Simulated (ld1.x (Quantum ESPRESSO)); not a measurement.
**Before and after: ultrasoft potential for sulfur**

- Element: S (Z = 16)
- Generator: ld1.x (Quantum ESPRESSO) 7.5
- Type: ultrasoft
- Functional: PBE
- Relativity: scalar-relativistic
- Frozen core: [Ne]
- Valence charge: 6
- Reference configuration: 3s2 3p4
- Partial waves: 3s (bound): rcut 1.20, rcutus 1.65 bohr; 3s channel at 1.95 Ry: rcut 1.20, rcutus 1.65 bohr; 3p (bound): rcut 0.95, rcutus 1.10 bohr; 3p channel at -0.15 Ry: rcut 0.95, rcutus 1.10 bohr; 3d channel at 0.45 Ry: rcut 1.20, rcutus 1.65 bohr
- Local potential: all-electron potential smoothed inside 1.20 bohr (lloc = -1)
- Core correction: a·sin(br)/r model core, default radius (core density twice the valence density)
- Augmentation charge: PSQ, inside the norm-conserving radii

Change: fully relativistic; added wave 3d channel at 2.7 Ry: rcut 1.20, rcutus 1.65 bohr.

Cutoffs: the cutoffs (Ry, on a coarse ladder) from which the occupation-weighted sum of valence levels, in a spherical-Bessel basis at the reference potential, stays within 10 and 1 mRy of its value at 400 Ry; they do not see the model core or the augmentation charge, which bear on the density cutoff. Errors are all-electron minus pseudo energies relative to the spin-unpolarised reference configuration.

Problem. How do hardness, ghosts and transferability respond?

Solution. The potential gets neither clearly harder nor softer (45 Ry and 50 Ry → 45 Ry and 50 Ry); both files keep a bound ghost (p); of the 7 tests that both files solve, the error grows in 2 and shrinks in 0 by more than 15 % and 0.3 meV (median size 0.4 → 1.0 meV).

```tsv
quantity	base	changed
cutoff, loose	45 Ry	45 Ry
cutoff, tight	50 Ry	50 Ry
bound ghosts	p	p3/2, p1/2
error for 3s2 3p3, meV [ΔE 11.77 eV]	-0.4	+0.2
error for 3s2 3p2, meV [ΔE 34.05 eV]	-0.1	+1.5
error for 3s2 3p1, meV [ΔE 68.09 eV]	+3.5	+6.5
error for 3s1 3p5, meV [ΔE 10.31 eV]	+0.8	+1.0
error for 3s2 3p3.5, meV [ΔE 4.66 eV]	-0.2	+0.1
error for 3s0 3p6, meV [ΔE 20.74 eV]	+4.1	+4.4
error for 3s2 3p4.3, meV [ΔE -1.71 eV]	+0.1	0.0
s: phases at 1.79 bohr within 0.05 rad from the reference energy up to (Ry; the scan ends near 5)	to the end of the scan	to the end of the scan
lowest overlap eigenvalue by channel	s 0.41, p 0.80, d 1.00	s 0.41, p1/2 0.80, p3/2 0.80, d3/2 0.97, d5/2 0.97
```

 A true bound ghost makes a file unfit for plane-wave use even where its test errors are small: the radial tests pick states by their node count and pass the ghost by.
